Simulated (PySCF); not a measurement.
# Unknown compound

An unknown has the formula C$_{4}$H$_{14}$NOPSi$_{2}$. Its calculated NMR data are:

1H NMR (500 MHz, computed): δ 4.64 (m, 6H), 2.64 (m, 2H), 2.50 (m, 1H), 2.07 (m, 2H), 1.28 (d, 3H).

13C{1H} NMR (computed): δ 50.8 (CH2, 2C), 25.6 (CH3), 24.6 (CH).

In vacuum, non-relativistic Hamiltonian, averaged over atoms made equivalent by symmetry, fast rotation or ring inversion, single conformer. σ from GIAO-PBE0/pcSseg-1; geometry: GFN2-xTB; PySCF.

References, each an isolated molecule treated in the same way: 1H (31.72 ppm) and 13C (186.93 ppm) against TMS.

Propose a structure and justify it.

## Answers


3 carbon signals for 4 carbons: some carbons are equivalent by symmetry or fast rotation. Carbon types of the structure: 1 × CH, 2 × CH2, 1 × CH3, leaving 6 H on heteroatoms. δC 50.8: sp3 CH2 bonded to P. δC 25.6: methyl carbon; a saturated carbon with 1 carbon neighbour and no heteroatom attached. δC 24.6: sp3 CH in a ring; aliphatic region, no heteroatom directly attached. δH 4.64: hydrogen on a silicon bonded to N. δH 2.64, 2.07: hydrogen on an sp3 CH2 bonded to P. δH 2.50: hydrogen on an sp3 CH in a ring. δH 1.28: hydrogen on a methyl carbon; far from electronegative atoms and π systems.

The compound is SMILES C[C@H]1C[P@@](=O)(N([SiH3])[SiH3])C1.

The shifts were computed for this structure.

Splittings by 31P in the carbon and heteronuclear signals aren't shown, as no couplings were computed. Shifts are as computed. Against solution values, carbons near 30 ppm lie about +3 ppm off and those near 130 ppm about +5 ppm. Of 1211 compounds with measured shifts, 218 miss one by over three times the rms of a fit or turn the order of signals round; such compounds aren't used in these exercises. No couplings were computed; multiplicities are counted from neighbouring protons, with m where these are inequivalent, close in shift, in a saturated or five-membered ring or joined by F or P, and br s for small geminal =CH2 splittings.
